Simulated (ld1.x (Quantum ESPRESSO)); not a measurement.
## What the settings do to the ultrasoft potential of Li

Base potential:

Li (Z = 3), ultrasoft, made with ld1.x (Quantum ESPRESSO) 7.5 (PBE, scalar-relativistic). Core [He], reference 2s0 2p1. Waves: 2s (bound, empty): rcut 2.35, rcutus 2.50 bohr; 2s channel at 1.2 Ry: rcut 2.35, rcutus 2.50 bohr; 2p (bound): rcut 4.35, rcutus 4.75 bohr; 2p channel at 0.8 Ry: rcut 4.35, rcutus 4.75 bohr; 3d channel at -0.1 Ry: rcut 3.95, rcutus 4.20 bohr. Local part: all-electron potential smoothed inside 2.70 bohr (lloc = -1). Core correction: none. Augmentation charge: built from norm-conserving waves at rcut, not smoothed further.

All-electron outer shells of the reference configuration (PBE, scalar-relativistic, ld1.x):

| shell | level (eV) | outermost node (bohr) | outermost maximum (bohr) |
| --- | --- | --- | --- |
| 1s | -53.36 | – | 0.36 |
| 2s | -3.35 | 0.83 | 3.12 |
| 2p | -1.56 | – | 3.86 |

Cutoffs, loose and tight: the cutoffs (Ry, on a coarse ladder) from which the occupation-weighted sum of valence levels, in a spherical-Bessel basis at the reference potential, stays within 10 and 1 mRy of its value at 400 Ry. They do not see the model core or the augmentation charge, which bear on the density cutoff. Test errors are all-electron minus pseudo excitation energies from the reference, over the configurations 2s1 2p0; 2s0.5 2p0. A dash means not determined; rows that change the core or the reference have their own tests.

Cutoffs are not given where the Bessel-basis levels miss the radial ones by over 6 mRy, ghosts where they miss by over 20 mRy; a channel whose overlap is not positive is not tested.

A file whose overlap is not positive is unfit for use, and its test errors describe a broken file.

| change | outcome | bound ghosts | largest test error (meV) |
| --- | --- | --- | --- |
| base | generated, overlap not positive | not determined (overlap not positive) | 2 of 2 tests not solved or not reliable |
| core none, valence charge 3; reference 1s2 2s0 2p0; waves now 1s (bound): rcut 0.90, rcutus 0.95 bohr; 2s (bound): rcut 0.90, rcutus 0.95 bohr; 2p (bound): rcut 3.35, rcutus 4.45 bohr; 2p channel at 0.8 Ry: rcut 3.35, rcutus 4.45 bohr; 3d channel at -0.1 Ry: rcut 4.50, rcutus 4.75 bohr; 3d channel at 0.8 Ry: rcut 4.50, rcutus 4.75 bohr; local potential all-electron potential smoothed inside 4.60 bohr (lloc = -2) | failed: run_pseudo: Errors in PS-KS equation | – | – |
| core correction a·sin(br)/r model core inside 1.30 bohr | generated, overlap not positive | not determined (overlap not positive) | 2 of 2 tests not solved or not reliable |
| reference 2s1 2p0; wave 3d channel at -0.1 Ry: rcut 3.95, rcutus 4.20 bohr becomes 3d channel at -0.1 Ry: rc 4.20 bohr | failed: run_pseudo: Errors in PS-KS equation | – | – |
| waves 2p (bound): rcut 4.35, rcutus 4.86 bohr; 2p channel at 0.8 Ry: rcut 4.35, rcutus 4.86 bohr | generated, overlap not positive | not determined (overlap not positive) | 2 of 2 tests not solved or not reliable |
| wave 3d channel at -0.1 Ry: rcut 3.95, rcutus 4.20 bohr becomes 3d channel at -0.1 Ry: rcut 3.95, rcutus 6.38 bohr | failed: compute_chi: phi_in too large before r_c | – | – |
| wave 3d channel at -0.1 Ry: rcut 3.95, rcutus 4.20 bohr becomes 3d channel at -0.1 Ry: rc 4.20 bohr; local potential the d channel | generated, overlap not positive | not determined (overlap not positive) | 2 of 2 tests not solved or not reliable |
| augmentation PSQ, inside the norm-conserving radii | generated, overlap not positive | not determined (overlap not positive) | test run stopped at test 1 of 2 (negative rho) |
| all radii scaled by about 0.76 (s 1.90, p 3.62, d 3.20 bohr, rcut 1.78/3.32/3.00); local potential all-electron potential smoothed inside 2.06 bohr (lloc = -1) | generated, overlap not positive | not determined (overlap not positive) | test run stopped at test 1 of 2 (negative rho) |
| type PAW; local potential all-electron potential smoothed inside 2.20 bohr (lloc = -2); core correction a·sin(br)/r model core, default radius (ld1.x builds one for every PAW set, though the input has nlcc=.false.); augmentation BESSEL, radius 2.05 bohr | generated, overlap not positive | not determined (overlap not positive) | test run stopped at test 1 of 2 (negative rho) |
